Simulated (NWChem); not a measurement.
C$_{2}$H$_{6}$BFO; SMILES CB(O)CF

```xyz
11

C     -0.5381     1.9847     0.0056
B      0.0645     0.5310    -0.0066
O      1.4076     0.3421    -0.0039
C     -0.8334    -0.7877    -0.0114
F      0.0157    -1.9217     0.0093
H      0.2319     2.7500    -0.1361
H     -1.3065     2.1191    -0.7675
H     -1.0371     2.1867     0.9646
H      1.5840    -0.6171     0.0010
H     -1.4677    -0.8630    -0.9058
H     -1.4998    -0.8536     0.8598
```
Atoms are numbered in this order, from 1.

All runs: NWChem. Medium grid unless said otherwise, to which SCAN and Minnesota functionals are sensitive. The geometry was optimised at B3LYP/6-31G* (spherical d). Total energies of different functionals are on different scales.

```json
[
 {"level": "PBE/def2-TZVP", "energy (Ha)": "-279.5873", "highest occupied level (eV)": "-7.07", "orbital gap (eV)": "6.37", "dipole (D)": "1.37"},
 {"level": "B3LYP/def2-TZVP", "energy (Ha)": "-279.9292", "highest occupied level (eV)": "-8.42", "orbital gap (eV)": "8.50", "dipole (D)": "1.52"},
 {"level": "r2SCAN/def2-TZVP", "energy (Ha)": "-279.7714", "highest occupied level (eV)": "-7.39", "orbital gap (eV)": "7.08", "dipole (D)": "1.46"},
 {"level": "BLYP/def2-TZVP", "energy (Ha)": "-279.8389", "highest occupied level (eV)": "-7.02", "orbital gap (eV)": "6.44", "dipole (D)": "1.39"},
 {"level": "TPSSh/def2-TZVP", "energy (Ha)": "-279.9235", "highest occupied level (eV)": "-7.81", "orbital gap (eV)": "7.68", "dipole (D)": "1.44"},
 {"level": "Hartree-Fock/def2-TZVP", "energy (Ha)": "-278.3918", "highest occupied level (eV)": "-12.38", "orbital gap (eV)": "15.33", "dipole (D)": "1.84"}
]
```
